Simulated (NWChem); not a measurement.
Everything below was run with NWChem. System: H₃Ga, charge 0, spin multiplicity 1, at a geometry optimised with B3LYP/def2-SVP. The structure started from a generated list of species. Level: CCSD(T)/def2-TZVP, 9 core orbitals frozen.

The NWChem input:

```
start mol
memory heap 100 mb stack 700 mb global 1900 mb
geometry units angstroms nocenter noautoz
  Ga     0.000000     0.000000     0.000001
  H      0.000000     0.000000     1.573530
  H      1.362700     0.000000    -0.786774
  H     -1.362700     0.000000    -0.786774
  symmetry group C2v
end
basis spherical
  * library def2-tzvp
end
scf
  rhf
  nopen 0
  maxiter 100
  thresh 1e-7
  semidirect memsize 60000000 filesize 0
end
tce
  freeze core 9
  ccsd(t)
  2eorb
  2emet 13
  thresh 1e-6
  maxiter 100
  tilesize 24
end
task tce energy
```

Output (cleaned and shortened):

```
             Northwest Computational Chemistry Package (NWChem) 7.3.0
             --------------------------------------------------------

                                NWChem Input Module
                                -------------------

 Scaling coordinates for geometry "geometry" by  1.889725989
 (inverse scale =  0.529177249)

 Turning off AUTOSYM since
 SYMMETRY directive was detected!

                             Geometry "geometry" -> ""
                             -------------------------

 Output coordinates in angstroms (scale by  1.889725989 to convert to a.u.)

  No.       Tag          Charge          X              Y              Z
 ---- ---------------- ---------- -------------- -------------- --------------
    1 Ga                  31.0000     0.00000000     0.00000000     0.00000100
    2 H                    1.0000     0.00000000     0.00000000     1.57353000
    3 H                    1.0000     1.36270000     0.00000000    -0.78677400
    4 H                    1.0000    -1.36270000     0.00000000    -0.78677400

 Effective nuclear repulsion energy (a.u.)      31.8584725412

            Nuclear Dipole moment (a.u.)
            ----------------------------
        X                 Y               Z
 ---------------- ---------------- ----------------
     0.0000000000     0.0000000000     0.0000245664

      Symmetry information
      --------------------

 Group name             C2v
 Group number             16
 Group order               4
 No. of unique centers     3

      Symmetry unique atoms

     1    2    3


 Summary of "ao basis" -> "" (spherical)
 ------------------------------------------------------------------------------
       Tag                 Description            Shells   Functions and Types
 ---------------- ------------------------------  ------  ---------------------
 *                         def2-tzvp                  on all atoms

 Summary of "ao basis" -> "ao basis" (spherical)
 ------------------------------------------------------------------------------
       Tag                 Description            Shells   Functions and Types
 ---------------- ------------------------------  ------  ---------------------
 Ga                        def2-tzvp                16       48   6s5p4d1f
 H                         def2-tzvp                 4        6   3s1p

                                 NWChem SCF Module
                                 -----------------

  ao basis        = "ao basis"
  functions       =    66
  atoms           =     4
  closed shells   =    17
  open shells     =     0
  charge          =   0.00
  wavefunction    = RHF
  use symmetry    = T
  symmetry adapt  = T

 Summary of "ao basis" -> "ao basis" (spherical)
 ------------------------------------------------------------------------------
       Tag                 Description            Shells   Functions and Types
 ---------------- ------------------------------  ------  ---------------------
 Ga                        def2-tzvp                16       48   6s5p4d1f
 H                         def2-tzvp                 4        6   3s1p

      Symmetry analysis of basis
      --------------------------

        a1         30
        a2          6
        b1         17
        b2         13

 Forming initial guess at       0.0s

      Superposition of Atomic Density Guess
      -------------------------------------

 Sum of atomic energies:       -1924.72411189

      Non-variational initial energy
      ------------------------------
[...]
    19      2.490865  1 Ga px                57     -1.786386  3 H  s
    63      1.786386  4 H  s                 40      0.272593  1 Ga d  1

 Vector   20  Occ=0.000000D+00  E= 1.563633D-01  Symmetry=a1
              MO Center=  3.5D-12,  1.4D-17, -7.5D-01, r^2= 6.7D+00
   Bfn.  Coefficient  Atom+Function         Bfn.  Coefficient  Atom+Function
  ----- ------------  ---------------      ----- ------------  ---------------
    21      2.490901  1 Ga pz                51     -2.063105  2 H  s
    57      1.031029  3 H  s                 63      1.031029  4 H  s
    39      0.236037  1 Ga d  0

 center of mass
 --------------
 x =   0.00000000 y =   0.00000000 z =   0.00000133

 moments of inertia (a.u.)
 ------------------
          13.366799215211           0.000000000000           0.000000000000
           0.000000000000          26.733163903900           0.000000000000
           0.000000000000           0.000000000000          13.366364688688

  Mulliken analysis of the total density
  --------------------------------------

    Atom       Charge   Shell Charges
 -----------   ------   -------------------------------------------------------
    1 Ga  31    30.61   2.00  2.00  1.17  0.80  0.75  0.40  5.98  4.46  1.55  1.01  0.38  8.87  1.13  0.02  0.08  0.01
    2 H    1     1.13   0.22  0.56  0.34  0.01
    3 H    1     1.13   0.22  0.56  0.34  0.01
    4 H    1     1.13   0.22  0.56  0.34  0.01

       Multipole analysis of the density wrt the origin
       ------------------------------------------------

     L   x y z        total         open         nuclear
     -   - - -        -----         ----         -------
     0   0 0 0     -0.000000      0.000000     34.000000

     1   1 0 0      0.000000      0.000000      0.000000
     1   0 1 0      0.000000      0.000000      0.000000
     1   0 0 1      0.000012      0.000000      0.000025

     2   2 0 0    -16.564400      0.000000     13.262585
     2   1 1 0     -0.000000      0.000000      0.000000
     2   1 0 1      0.000000      0.000000      0.000000
     2   0 2 0    -11.705821      0.000000      0.000000
     2   0 1 1     -0.000000      0.000000      0.000000
     2   0 0 2    -16.564434      0.000000     13.263016

                   NWChem Extensible Many-Electron Theory Module
                   ---------------------------------------------


            General Information
            -------------------
      Number of processors :     1
         Wavefunction type : Restricted Hartree-Fock
          No. of electrons :    34
           Alpha electrons :    17
            Beta electrons :    17
           No. of orbitals :   132
            Alpha orbitals :    66
             Beta orbitals :    66
        Alpha frozen cores :     9
         Beta frozen cores :     9
     Alpha frozen virtuals :     0
      Beta frozen virtuals :     0
         Spin multiplicity : singlet
    Number of AO functions :    66
       Number of AO shells :    28
        Use of symmetry is : on
      Symmetry adaption is : on
         Schwarz screening : 0.10D-09

          Correlation Information
          -----------------------
          Calculation type : Coupled-cluster singles & doubles w/ perturbation
   Perturbative correction : (T)
            Max iterations :      100
        Residual threshold : 0.10D-05
     T(0) DIIS level shift : 0.00D+00
     L(0) DIIS level shift : 0.00D+00
     T(1) DIIS level shift : 0.00D+00
     L(1) DIIS level shift : 0.00D+00
     T(R) DIIS level shift : 0.00D+00
     T(I) DIIS level shift : 0.00D+00
   CC-T/L Amplitude update :  5-th order DIIS
                I/O scheme : Global Array Library
        L-threshold :  0.10D-05
        EOM-threshold :  0.10D-05
 no EOMCCSD initial starts read in
 TCE RESTART OPTIONS
 SLICE:      F
 D4D5:       F
 quantumc:   F
 qrotation:  F
 pwtce:      F
 qducc:      F
 nacto:                         0
 nrotv:                         0
 nrot:                          0

            Memory Information
            ------------------
          Available GA space size is     249032444 doubles
          Available MA space size is     104850620 doubles

 Maximum block size supplied by input
 Maximum block size        24 doubles

 tile_dim =     21

 -------------------------------------------------

 Global array virtual files algorithm will be used

 Parallel file system coherency ......... OK

 4-electron integrals stored in orbital form

 v2    file size   =           804175
 4-index algorithm nr.  13 is used
 imaxsize =       30
 imaxsize ichop =        0


CCSD iterations
 ---------------------------------------------------------
 Iter          Residuum       Correlation     Cpu    Wall
 ---------------------------------------------------------
    1   0.1451594077502  -0.2322556536080     0.1     0.1
    2   0.0359456805401  -0.2382759417432     0.1     0.1
    3   0.0122654814498  -0.2451932016891     0.1     0.1
    4   0.0050759235791  -0.2458949713669     0.1     0.1
    5   0.0020934005470  -0.2466394925754     0.1     0.1
    6   0.0007077522724  -0.2468623984131     0.1     0.1
    7   0.0003033268037  -0.2468916760898     0.1     0.1
    8   0.0001475838860  -0.2468967448545     0.1     0.1
    9   0.0000803819064  -0.2468994704671     0.1     0.1
   10   0.0000419862210  -0.2469024744539     0.1     0.1
   11   0.0000060862879  -0.2469050403787     0.1     0.1
   12   0.0000020770453  -0.2469050940092     0.1     0.1
   13   0.0000009825642  -0.2469052805442     0.1     0.1
 -----------------------------------------------------------------
 Iterations converged
 CCSD correlation energy / hartree =        -0.246905280544226
 CCSD total energy / hartree       =     -1925.210122575395644

 Singles contributions

 Doubles contributions
 CCSD(T)
 Using plain CCSD(T) code
             total no. of tasks          500
 total no. of tasks / no. procs          500
                         wl_min          125           2.2
                         wl_max       592704           9.2
        thresh for no. of tasks          500

 CCSD[T]  correction energy / hartree =        -0.009482311842337
 CCSD[T] correlation energy / hartree =        -0.256387592386563
 CCSD[T] total energy / hartree       =     -1925.219604887237892
 CCSD(T)  correction energy / hartree =        -0.007971627295444
 CCSD(T) correlation energy / hartree =        -0.254876907839670
 CCSD(T) total energy / hartree       =     -1925.218094202691191

 Task  times  cpu:        6.0s     wall:        6.0s

 Total times  cpu:        6.0s     wall:        6.0s
```
